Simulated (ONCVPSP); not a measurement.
## PBEsol ONCV dataset for copper (Cu), scalar-relativistic all-electron reference.

copper, optimised norm-conserving Vanderbilt (ONCV), made with ONCVPSP 4.0.1 (PBEsol, scalar-relativistic). Core [Ar], reference 3d10 4s0.5 (charge +0.5). Waves: 4s: rc 2.40 bohr, ncon 4, nbas 8, qcut 2.6 1/bohr, 1 projector; p scattering state at 0.06 Ha: rc 1.90 bohr, ncon 3, nbas 7, qcut 4.4 1/bohr, 2 projectors, debl 0.7 Ha; 3d: rc 1.00 bohr, ncon 4, nbas 8, qcut 18.3 1/bohr, local; f scattering state at 0.17 Ha: rc 2.60 bohr, ncon 4, nbas 8, qcut 3.9 1/bohr, 1 projector. Local part: the d channel. Core correction: none.

Task: Does the generator finish with these settings?

Result: Yes, a potential is produced and its reference levels are reproduced.

Task: Estimate the cutoffs (Ha) at which the residual kinetic energy of the hardest occupied pseudo-wave falls to 1 and 0.1 mHa per electron.

Result: 112 Ha and 128 Ha.

Task: Does the potential have ghost states?

Result: Ghosts flagged at negative energy: s at -455.4 eV, p at -121.6 eV; GHOST(+) flagged for s at 14.0 eV, f at 27.3 eV. A true bound ghost makes a file unfit for plane-wave use.

Task: Which valence shell sets the plane-wave cutoff?

Result: 3d: 112 Ha for 1 mHa per electron, against 7 Ha for 4s.

Its largest configuration-test error is -29 meV (3d9 4s0). 1 of 4 tests not solved or not reliable.
